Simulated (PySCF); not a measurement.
Structure elucidation problem

Molecular formula: C4H7ClF2Si. Simulated spectra:

¹H NMR (400 MHz, computed): δ 6.48 (m, 1H), 6.22 (m, 1H), 5.98 (m, 1H), 5.28 (d, 2H), 2.74 (m, 2H).

¹³C{¹H} NMR (computed): δ 151.5 (CH), 139.0 (CH), 123.6 (CH), 48.8 (CH2).

Gas phase, rapidly exchanging positions averaged, non-relativistic, single conformer. Shielding tensors at PBE0/pcSseg-1 (GIAO); GFN2-xTB geometry; PySCF.

Shifts are taken against calculated references (same method and geometry level): ¹H (σref 31.72) and ¹³C (σref 186.93) vs TMS.

Problem. Propose a structure and justify it.

Solution. 
1. The formula gives 1 degree of unsaturation (no ring in the answer).
2. 4 carbon signals for 4 carbons: no two carbons are equivalent.
3. Carbon types of the structure: 3 × CH, 1 × CH2, leaving 2 H on heteroatoms.
4. δC 151.5, 139.0: alkene CH; the olefinic region.
5. δC 123.6: sp3 CH bonded to 2 F; 2 electronegative neighbours deshield it.
6. δC 48.8: allylic sp3 CH2; saturated and bonded to C and H only.
7. δH 6.48, 6.22: hydrogen on an alkene CH; olefinic region.
8. δH 5.98: hydrogen on an sp3 CH bonded to 2 F; its carbon carries F, hence the downfield position.
9. δH 5.28: hydrogen on a silicon bonded to C, Cl.
10. δH 2.74: hydrogen on an allylic sp3 CH2; allylic position.

The compound is `FC(F)C/C=C/[SiH2]Cl`.

The data come from this structure; uniqueness wasn't tested.

Splittings by ¹⁹F in the carbon and heteronuclear signals aren't shown, as no couplings were computed. Shifts are as computed. Against solution values, carbons near 30 ppm lie about +3 ppm off and those near 130 ppm about +5 ppm. Of 1211 compounds with measured shifts, 218 miss one by over three times the rms of a fit or turn the order of signals round; such compounds aren't used in these exercises. Multiplicities follow the n + 1 count of equivalent neighbours, as no J values were calculated; m marks all less simple cases, F and P coupling included.
